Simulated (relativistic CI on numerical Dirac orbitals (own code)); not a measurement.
One change at a time: Ni XII

Base calculation: Dirac-Coulomb-Breit CI, separate exchange-only KLI orbitals for each configuration, QED by a radiative potential, unscaled Slater integrals.

CI space (outside the closed core [Ne]): 3s2.3p5, 3s.3p6, 3s2.3p4.3d, 3s.3p5.3d, 3p6.3d, 3s.3p4.3d2, 3s2.3p4.4s, 3s2.3p4.4p, 3s2.3p3.3d.4p, 3p6.4s, 3p6.4p, 3s.3p4.3d.4s, 3s2.3p4.4d, 3s.3p5.4s, 3s2.3p4.4f, 3s.3p5.4p, 3s2.3p4.5s, 3s.3p5.4d, 3p5.3d.4p, 3s2.3p4.5p, 3s2.3p4.5d, 3s.3p5.4f, 3s2.3p3.4s.4p, 3s2.3p4.5f, 3s2.3p4.5g, 3s2.3p4.6s, 3s.3p4.4s2, 3s2.3p4.6p, 3s.3p5.5s, 3s2.3p3.3d2, 3s2.3p2.3d3, 3s.3p3.3d3, 3s2.3p2.3d2.4s, 3s2.3p2.3d2.4p, 3s2.3p2.3d2.4d, 3p5.3d2, 3p4.3d3, 3p4.3d2.4s, 3p4.3d2.4p, 3p4.3d2.4d, 3s2.3p3.3d.4s, 3s.3p3.3d2.4s, 3s2.3p2.3d.4s2, 3s2.3p2.3d.4s.4p, 3s2.3p2.3d.4s.4d, 3p5.3d.4s, 3p4.3d.4s2, 3p4.3d.4s.4p, 3p4.3d.4s.4d, 3s2.3p3.4s2, 3s.3p3.3d.4s2, 3s2.3p2.4s2.4p, 3s2.3p2.4s2.4d, 3s2.3p3.4p2, 3s2.3p2.3d.4p2, 3s.3p3.3d.4p2, 3s2.3p2.4s.4p2, 3s2.3p2.4p3, 3s2.3p2.4p2.4d. Double excitations out of closed p, d and f shells are left out; levels of such configurations are missing from the list, as are those of other unlisted configurations, and high levels can miss mixing partners. These lack a partner that the ground configuration has and come out too high: 3s2.3p4.4f, 3s.3p5.4p, 3s2.3p4.5s, 3s.3p5.4d, 3s2.3p4.5p.

Variants: (1) valence Slater integrals scaled by 0.9; (2) Breit term removed. Shifts of the energy above 3s2.3p5 2P°_3/2, in cm⁻¹, for the lowest level and the first level of each name with at least 55 % of one term (blank where a level changes its place among those of its configuration and J or its character, or is not in the variant):

| Level | Base | Δ(1) | Δ(2) |
| --- | --- | --- | --- |
| 3s2.3p5 2P°_3/2 | 0 | 0 | 0 |
| 3s2.3p5 2P°_1/2 | 23560 | +48 | +576 |
| 3s.3p6 2S_1/2 | 337524 | +9999 | +275 |
| 3s2.3p4.3d 4D_5/2 | 451315 | +5847 | +960 |
| 3s2.3p4.3d 4D_7/2 | 451767 | +5959 | +1149 |
| 3s2.3p4.3d 4D_3/2 | 453093 | +5830 | +852 |
| 3s2.3p4.3d 4D_1/2 | 455679 | +5950 | +900 |
| 3s2.3p4.3d 4F_9/2 | 486564 | +1748 | +1089 |
| 3s2.3p4.3d 2P_1/2 | 490312 | +2326 | +918 |
| 3s2.3p4.3d 4F_7/2 | 493930 | +1626 | +1046 |
| 3s2.3p4.3d 4F_5/2 | 500076 | +1918 | +1148 |
| 3s2.3p4.3d 4P_1/2 | 507396 | +286 | +799 |
| 3s2.3p4.3d 2D_3/2 | 507604 | +891 | +1012 |
| 3s2.3p4.3d 4P_3/2 | 515911 | +793 | +1247 |

At this charge energies of transitions that change n are usually good to better than 1 %, and those within a shell (Δn = 0) to a few per cent.

Ionisation energy from the two ground configurations alone: base 349.804 eV; valence Slater integrals scaled by 0.9 350.005 eV; Breit term removed 349.929 eV. The NIST ASD value (semi-empirical) is 351.6 eV.

LS names give the leading component of a level, which can be under half, so a name can repeat, a term be missing and a line seem to break the LS rules.
